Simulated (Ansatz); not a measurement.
A geometry relaxed with PBE0-D3(BJ)/def2-TZVP in Ansatz (a first-principles code), charge 0, multiplicity 1:

```xyz
6

F     -0.7211    -0.4614     1.4442
O      1.1887     0.4358    -0.1417
H      1.8728    -0.2154     0.0162
F     -1.2071     1.3129    -0.3224
F     -0.7743    -1.1092    -0.9943
Si    -0.3589     0.0373    -0.0020
```

### Question
Write the SMILES of this molecule.

### Answer
`O[Si](F)(F)F`
